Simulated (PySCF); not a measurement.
Si(OH)3(PH2) (H5O3PSi), SMILES [Si](O)(O)(P)O.

The structure is a stationary point at PBE-D3(BJ)/def2-SVP. This is a generated structure with no PubChem entry under its InChIKey; it may be hypothetical. One conformer was computed; it need not be the lowest.

These are PySCF with PBE-D3(BJ)/def2-SVP values and carry that method's errors.

Frequencies are harmonic and unscaled.

Problem. Estimate the vibrational spectrum. (Estimate from the structure and the level; the computed values follow.)

Solution. 
```csv
mode,ν (cm⁻¹),IR (km/mol),moving atoms (share of kinetic energy)
1,89,3.5,"H 90 %, O 10 %"
2,141,2.9,"O 44 %, H 37 %, P 15 %"
3,159,37.5,"O 52 %, H 28 %, P 16 %"
4,203,54.4,"H 72 %, O 21 %"
5,226,56.0,"H 58 %, O 25 %, Si 14 %"
6,235,36.3,"H 67 %, O 23 %"
7,289,34.3,"O 47 %, P 40 %, H 11 %"
8,310,30.3,"O 63 %, H 26 %, Si 10 %"
9,354,100.5,"O 49 %, H 45 %"
10,460,79.1,"Si 42 %, O 23 %, P 22 %, H 14 %"
11,616,4.8,"H 82 %, P 11 %"
12,662,5.1,H 93 %
13,763,148.4,"O 63 %, H 24 %, Si 12 %"
14,779,153.6,"H 68 %, O 29 %"
15,799,163.1,"H 68 %, O 29 %"
16,847,160.9,"H 60 %, O 21 %, Si 19 %"
17,925,133.5,"Si 44 %, O 35 %, H 22 %"
18,941,116.9,"Si 45 %, O 35 %, H 20 %"
19,1046,20.0,H 96 %
20,2309,40.7,H 97 %
21,2337,34.3,H 97 %
22,3728,53.3,H 94 %
23,3764,82.5,H 94 %
24,3768,64.0,H 94 %
```
